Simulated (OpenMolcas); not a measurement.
# Ru III: input and output

Input:

```
&GATEWAY
Coord
1

Ru 0.0 0.0 0.0
Basis=ANO-RCC-MB
Group=XYZ
NoMove
AngMom=0.0 0.0 0.0
AMFI
&SEWARD
&RASSCF
FileOrb=start.orb
Symmetry=1
Spin=5
nActEl=6 0 0
Inactive=9 9
Ras2=6 0
CIRoot=23 23 1
SDav=35
CIMx=300
Iter=120 100
PrWF=0.3
OrbListing=Nothing
MaxOrb=0
Atom
>>> COPY $Project.JobIph JOB001
&RASSCF
FileOrb=start.orb
Symmetry=1
Spin=7
nActEl=6 0 0
Inactive=9 9
Ras2=6 0
CIRoot=1 1 1
SDav=1
CIMx=300
Iter=120 100
PrWF=0.3
OrbListing=Nothing
MaxOrb=0
Atom
CIOnly
>>> COPY $Project.JobIph JOB002
&RASSCF
FileOrb=start.orb
Symmetry=1
Spin=3
nActEl=6 0 0
Inactive=9 9
Ras2=6 0
CIRoot=189 189 1
SDav=189
CIMx=300
Iter=120 100
PrWF=0.3
OrbListing=Nothing
MaxOrb=0
Atom
CIOnly
>>> COPY $Project.JobIph JOB003
&RASSCF
FileOrb=start.orb
Symmetry=1
Spin=1
nActEl=6 0 0
Inactive=9 9
Ras2=6 0
CIRoot=175 175 1
SDav=175
CIMx=300
Iter=120 100
PrWF=0.3
OrbListing=Nothing
MaxOrb=0
Atom
CIOnly
>>> COPY $Project.JobIph JOB004
&RASSI
NrOfJobIphs=4 23 1 54 50
1 2 3 4 5 6 7 8 9 10 11 12 13 14 15 16 17 18 19 20 21 22 23
1
1 2 3 4 5 6 7 8 9 10 11 12 13 14 15 16 17 18 19 20 21 22 23 24 25 26 27
28 29 30 31 32 33 34 35 36 37 38 39 40 41 42 43 44 45 46 47 48 49 50 51
52 53 54
1 2 3 4 5 6 7 8 9 10 11 12 13 14 15 16 17 18 19 20 21 22 23 24 25 26 27
28 29 30 31 32 33 34 35 36 37 38 39 40 41 42 43 44 45 46 47 48 49 50
IphNames
JOB001
JOB002
JOB003
JOB004
EJob
SpinOrbit
DIPRint=1.0
SOCoupling=1000.0
Subsets=2
MEES
Property=10
'ANGMOM' 1 'ANGMOM' 2 'ANGMOM' 3 'MLTPL  1' 1 'MLTPL  1' 2 'MLTPL  1' 3
'AMFI' 1 'AMFI' 2 'AMFI' 3 'MLTPL  2' 6
SOProperty=3
'ANGMOM' 1 'ANGMOM' 2 'ANGMOM' 3
```

Launched by
```bash
OMP_NUM_THREADS=1 MOLCAS_MEM=1689 MOLCAS_PROJECT=a pymolcas a.inp > a.log  # once for each step of the input, in one work folder
```

A driver script runs the steps one by one and writes start.orb anew before each from the orbitals found so far, so a CI-only block uses the converged orbitals of the first block.

Output, cut to the results:

```
--- SEWARD ---
Basis set label: RU.ANO-RCC...5S4P2D.

      Electronic valence basis set:
      ------------------
      Associated Effective Charge  44.000000 au
      Associated Actual Charge     44.000000 au
      Nuclear Model: Point charge

      Shell  nPrim  nBasis  Cartesian Spherical Contaminant
         s      21       5        X
         p      18       4        X
         d      13       2                 X
                  Relativistic Douglas-Kroll-Hess integrals:
                    - DKH order of Hamiltonian: 2
                    - DKH order of Properties : 0
                  Atomic mean-field integrals
--- RASSCF ---
Wave function specifications:
      -----------------------------

      Number of closed shell electrons          36
      Number of electrons in active shells       6
      Max number of holes in RAS1 space          0
      Max nr of electrons in RAS3 space          0
      Number of inactive orbitals               18
      Number of active orbitals                  6
      Number of secondary orbitals               3
      Spin quantum number                      2.0
      State symmetry                             1
Orbital specifications:
      -----------------------

      Symmetry species                           1   2
                                                ag  au
      Frozen orbitals                            0   0
      Inactive orbitals                          9   9
      Active orbitals                            6   0
      RAS1 orbitals                              0   0
      RAS2 orbitals                              6   0
      RAS3 orbitals                              0   0
      Secondary orbitals                         0   3
      Deleted orbitals                           0   0
      Number of basis functions                 15  12
      Number of CSFs                            35
      Number of root(s) required                23
      Iter CI   SX   CI       RASSCF       Energy    max ROT     max BLB   max BLB  Level Ln srch  Step   QN
          iter iter root      energy       change     param      element    value   shift minimum  type update
 Nr of preliminary CI iterations:   1
      Total energies have been shifted. Add                -4000.00 au
        1   1    3    0  -526.21365018    0.00E+00  -2.81E-03    9  12 2 -1.58E-02*  0.00   0.00    SX    NO
        2   1    3    0  -526.21379793   -1.48E-04*  2.13E-04    9  12 2 -1.20E-03*  0.00   0.00    SX    NO
        3   1    2    0  -526.21379881   -8.81E-07*  1.76E-05    7  11 2 -9.87E-05   0.00   0.00    SX    NO
        4   1    2    0  -526.21379882   -6.09E-09   1.46E-06    7  11 2 -8.20E-06   0.00   0.00    SX    NO
      Convergence after  4 iterations
        5   1    2    0  -526.21379882   -4.00E-11   1.46E-06    8  10 2 -6.82E-07   0.00   0.00    SX    NO
      Natural orbitals and occupation numbers for root  1
      sym 1:   1.997937   1.000467   1.000000   1.000000   1.000000   0.001596
      Natural orbitals and occupation numbers for root  2
      sym 1:   1.000000   1.998069   1.000000   1.000202   1.000000   0.001728
      Natural orbitals and occupation numbers for root  3
      sym 1:   1.000000   1.000475   1.997933   1.000000   1.000000   0.001592
::    RASSCF root number  1 Total energy:  -4526.50282367
::    RASSCF root number  2 Total energy:  -4526.50282367
::    RASSCF root number  3 Total energy:  -4526.50282367
::    RASSCF root number  4 Total energy:  -4526.50282367
::    RASSCF root number  5 Total energy:  -4526.50282367
::    RASSCF root number  6 Total energy:  -4526.19359633
::    RASSCF root number  7 Total energy:  -4526.14059525
::    RASSCF root number  8 Total energy:  -4526.14059525
::    RASSCF root number  9 Total energy:  -4526.14059525
::    RASSCF root number 10 Total energy:  -4526.14059525
::    RASSCF root number 11 Total energy:  -4526.14059525
::    RASSCF root number 12 Total energy:  -4526.14059525
::    RASSCF root number 13 Total energy:  -4526.14059525
::    RASSCF root number 14 Total energy:  -4526.14059525
::    RASSCF root number 15 Total energy:  -4526.14059525
::    RASSCF root number 16 Total energy:  -4526.12300352
::    RASSCF root number 17 Total energy:  -4526.12300352
::    RASSCF root number 18 Total energy:  -4526.12300352
::    RASSCF root number 19 Total energy:  -4526.11505808
::    RASSCF root number 20 Total energy:  -4526.11505808
::    RASSCF root number 21 Total energy:  -4526.11505808
...
--- RASSI ---
SPIN-FREE ENERGIES:
  (Shifted by EMIN (a.u.) =      -4526.5028236703)

 SF State       Relative EMIN(au)   Rel lowest level(eV)    D:o, cm**(-1)      L_eff

     1             0.0000000000        0.0000000000              0.0000         2.0
     2             0.0000000000        0.0000000000              0.0000         2.0
     3             0.0000000000        0.0000000000              0.0000         2.0
     4             0.0000000000        0.0000000000              0.0000         2.0
     5             0.0000000000        0.0000000000              0.0000         2.0
    25             0.0720176500        1.9597000901          15806.0472         5.0
    26             0.0720176500        1.9597000901          15806.0472         5.0
    27             0.0720176500        1.9597000901          15806.0472         5.0
    28             0.0720176500        1.9597000901          15806.0472         5.0
    29             0.0720176500        1.9597000901          15806.0472         5.0
    30             0.0720176500        1.9597000901          15806.0472         5.0
    31             0.0720176500        1.9597000901          15806.0472         5.0
    32             0.0720176500        1.9597000901          15806.0472         5.0
    33             0.0720176500        1.9597000901          15806.0472         5.0
    34             0.0720176500        1.9597000901          15806.0472         5.0
    35             0.0720176500        1.9597000901          15806.0472         5.0
    36             0.0797201219        2.1692950273          17496.5444         1.0
    37             0.0797201219        2.1692950273          17496.5444         1.0
    38             0.0797201219        2.1692950273          17496.5444         1.0
    39             0.0816215406        2.2210352675          17913.8575         3.0
    40             0.0816215406        2.2210352675          17913.8575         3.0
...
```

Levels above the lowest, from the spin-orbit matrix, grouped by J:

```
Configuration   Term  J  E (cm-1)  Measured (cm-1)      g  Term weight %    Second
          4d6     5D  4       0.0              0.0  1.499             99          
          4d6     5D  3      1028             1159  1.500            100          
          4d6     5D  2      1667             1826  1.500             99          
          4d6     5D  1      2077             2266  1.500             99          
          4d6     5D  0      2275             2476                    99          
          4d6     3H  6     16303                   1.164             98          
          4d6     3H  4     16652                   0.896             71  12 3F(1)
          4d6     3H  5     16653                   1.050             90     10 3G
          4d6  3P(1)  2     17143                   1.493             97          
          4d6  3F(1)  4     18363                   1.134             69     23 3H
          4d6  3F(1)  3     18727                   1.035             84     15 3G
          4d6  3F(1)  2     19212                   0.672             98          
          4d6  3P(1)  1     20110                   1.483             97          
          4d6     3G  5     20439                   1.184             90     10 3H
          4d6  3P(1)  0     20816                                     90   9 1S(1)
          4d6     3G  4     21427                   1.067             82  13 3F(1)
          4d6     3G  3     21696                   0.801             85  15 3F(1)
          4d6     1I  6     24930                   1.003             98          
          4d6     3D  2     25567                   1.168             95   3 1D(1)
          4d6     3D  1     25652                   0.519             98          
          4d6     3D  3     25865                   1.331             99          
          4d6  1G(1)  4     26323                   1.006             93   5 3F(1)
          4d6  1S(1)  0     29851                                     90   9 3P(1)
          4d6  1D(1)  2     32251                   1.005             94      3 3D
```

Against the 4 measured excited levels shown (Moore, Atomic Energy Levels, vol. III, NSRDS-NBS 35 (1971 reprint of NBS Circular 467, 1958)) the mean absolute deviation is 170 cm-1; the largest miss in energy is 4d6 5D0: computed 2275, measured 2476 cm-1 (-8.1 %), and the largest in proportion 4d6 5D3 (-11.3 %).

Without dynamic correlation excited terms often stand tens of per cent too high (terms of higher spin than the ground term too low), and those without a measured partner can miss by more than the paired ones. Terms from blocks run as CI alone lack orbitals of their own. Computed and measured levels are paired by configuration, term and J; levels that our copy of the source lacks, or whose pairing is in doubt (as where it misses far off the trend of its configuration), stay unpaired and out of the deviations. Only configurations of the active space appear. The first state left out of the spin-orbit step lies near 92000 cm-1 above the lowest spin-free state of the reference (among the parities and spins computed), and the list stops at four fifths of that energy or lower. The table shows the lowest 24 of 35 levels.

The term weight is that of the spin-free term in the level, not the purity of its configuration. A number in round brackets counts repeated terms of one configuration in the order of the reference energies.
